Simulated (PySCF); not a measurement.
# Worked example: oscillator strength and radiative lifetime

CHS2, SMILES S=C=[SH+], charge +1.

Geometry optimised at B3LYP-D3(BJ)/def2-TZVP. The isomer is the one that the SMILES or the coordinates give; other isomers of the formula were not compared.

TDA-PBE/def2-SVPD (PySCF 2.14.0) puts the first singlet state with f over 0.02 at 4.98 eV (vertical), with the transition dipole (0.067, 0.420, 0.000) in atomic units.

Question: Find the oscillator strength, the wavelength and the radiative lifetime that this transition would have in vacuum if emission retraced absorption.

Answer: 
|μ|² = 0.1809 au, so |μ| = 1.08 D. ΔE = 4.98/27.211 = 0.1830 hartree. f = (2/3) ΔE |μ|² = 0.022 (the program prints 0.022).
λ = 1239.84/4.98 = 249 nm; ν = 40166 cm⁻¹.
Einstein's coefficient A = 0.6670 ν² f s⁻¹ (ν in cm⁻¹) = 2.4e7 s⁻¹, so τ = 1/A = 42 ns. This state is S2; the lower singlet has f = 0.000. The figure is the radiative limit of this one transition; relaxation, internal conversion, crossing to triplets and a medium change what is measured.
